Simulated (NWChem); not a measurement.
Species: InHSF2; SMILES [F][In]([F])[SH]

```xyz
5

In    -0.0134     0.2537     0.0000
F     -1.5777     1.4077     0.0000
F      1.6835     1.2112     0.0000
S     -0.0970    -2.1128     0.0000
H      1.2541    -2.1947     0.0000
```
Atoms are numbered in this order, from 1.

All runs: NWChem. Geometry: optimised at PBE0/def2-SVP (def2 core potentials past Kr).

### Question
What does the run give for TPSS/3-21G, non-relativistic? Quantities: highest occupied level (eV); orbital gap (eV); dipole (D).

### Answer
The highest occupied level (eV) comes out as -6.99 and the orbital gap (eV) is 4.04. The dipole (D) is 1.19.
